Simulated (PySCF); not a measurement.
A structure optimised at PBE0-D3(BJ)/def2-TZVPD, used in a PySCF frequency run:

```xyz
2

Cu     0.0000     0.0000    -0.7675
Cl     0.0000     0.0000     1.3092
```
Charge 0, spin multiplicity 1.

Q: Write its SMILES, formula and point group.

A: [Cl][Cu], ClCu, C∞v

Q: What are its rotational constants (standard atomic weights)?

A: 5.1496 GHz (linear rotor, B only)
